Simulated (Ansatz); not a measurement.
`C=CO[SiH2]C` at its PBE0-D4/def2-TZVP geometry, where that method's forces vanish. Charge 0, multiplicity 1.

```xyz
13

C     0.4727   -0.0312   -2.4251
C    -0.6631    0.1002   -1.7510
O    -0.8106    0.1039   -0.4099
Si    0.4053   -0.0564    0.7148
C    -0.4172    0.0241    2.3737
H     0.4526   -0.0173   -3.5059
H     1.4335   -0.1537   -1.9385
H    -1.6152    0.2218   -2.2594
H     1.1034   -1.3543    0.5074
H     1.3937    1.0416    0.5350
H    -0.9342    0.9771    2.5043
H     0.3250   -0.0742    3.1701
H    -1.1460   -0.7816    2.4847
```

Task: What forces (eV/Å) does PBE-D4/def2-TZVPP give on these atoms in Ansatz? (Best estimate.)

Result: Ansatz gave: 
```
C1   0.359 -0.042 -0.231
C2  -0.270  0.034 -0.111
O3  -0.456  0.053  0.230
Si4  0.282 -0.037  0.209
C5   0.004  0.000 -0.029
H6   0.013  0.001 -0.232
H7   0.202 -0.025  0.088
H8  -0.228  0.029 -0.110
H9   0.083 -0.144 -0.018
H10  0.115  0.120 -0.015
H11 -0.099  0.179  0.035
H12  0.135 -0.018  0.151
H13 -0.139 -0.151  0.031
```
